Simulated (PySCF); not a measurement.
Bond length, frequency and bond energy of KS by level of theory

State: ²Π (doublet), unpaired electrons π ↑. Set-up: basis K def2-SVPD, S def2-SVPD; no relativity; PySCF 2.14. De refers to K + S in their high-spin ground configurations, without counterpoise correction. The functionals are run spin-unrestricted. A positive dipole means K(−)S(+).

| Level | Re (Å) | ωe (cm⁻¹) | De (eV) | μ (D) | CPU s a point (SCF and correlation, without the integrals) |
| --- | --- | --- | --- | --- | --- |
| UHF | 2.926 | 245 | 1.69 | -11.60 | 0.17 |
| UHF-MP2 | 2.914 | 242 | 2.44 | n/a | 0.28 |
| UHF-SCS-MP2 | 2.919 | 240 | 2.43 | n/a | n/a |
| UHF-CCSD | 2.918 | 241 | 2.36 | n/a | n/a |
| UHF-CCSD(T) | 2.922 | 239 | 2.41 | n/a | 6.2 |
| PBE | 2.867 | 245 | 2.72 | -10.11 | 0.63 |
| revPBE | 2.894 | 237 | 2.64 | -10.23 | 0.44 |
| PW91 | 2.863 | 246 | 2.80 | -10.02 | 0.45 |
| r²SCAN | 2.876 | 249 | 2.82 | -10.80 | 0.92 |
| B3LYP | 2.875 | 247 | 2.64 | -10.52 | 0.77 |
| PBE0 | 2.857 | 253 | 2.69 | -10.60 | 0.98 |
| LC-ωPBE | 2.848 | 258 | 2.80 | -11.02 | 0.77 |

Q: Which functional lies closest to UHF-CCSD(T) in De, which farthest, and by how much do they differ from it?

A: Closest is revPBE (-2.8 pm in Re, -0.8 % in ωe, +0.23 eV in De against UHF-CCSD(T) in the same basis), farthest r²SCAN (-4.6 pm in Re, +4.2 % in ωe, +0.41 eV in De). CCSD(T) converges more slowly with the basis than the functionals do and binds too weakly in this one, so the order can change at the basis-set limit.

Q: What does a quarter of exact exchange do here, going from PBE to PBE0?

A: PBE0 less PBE: -1.0 pm in Re, +3.3 % in ωe, -0.03 eV in De. Exact exchange removes part of the self-interaction that spreads semilocal densities, and in most molecules shortens and stiffens the bond and lowers De; so it does here.

Q: What does second-order correlation do here, going from UHF to UHF-MP2?

A: UHF-MP2 less UHF: -1.2 pm in Re, -1.2 % in ωe, +0.75 eV in De. Correlation nearly always deepens the well. The bond shortens, as in weak, metallic or heavy-atom bonds, where dispersion and the correlation of outer-core electrons pull the atoms together.

Correlated steps freeze 10 core orbitals. Correlated levels converge slowly with the basis: in double zeta they bind strong bonds too weakly, by up to about 1 eV, and carry superposition errors of some tenths. The state is the lowest determinant that a PBE0 search found; another state may lie lower at other levels.

The whole job (state search and all levels along the bond) took about 2.3 min on 1 thread of Arm Neoverse V1 (shared host), peak memory 0.64 GiB.
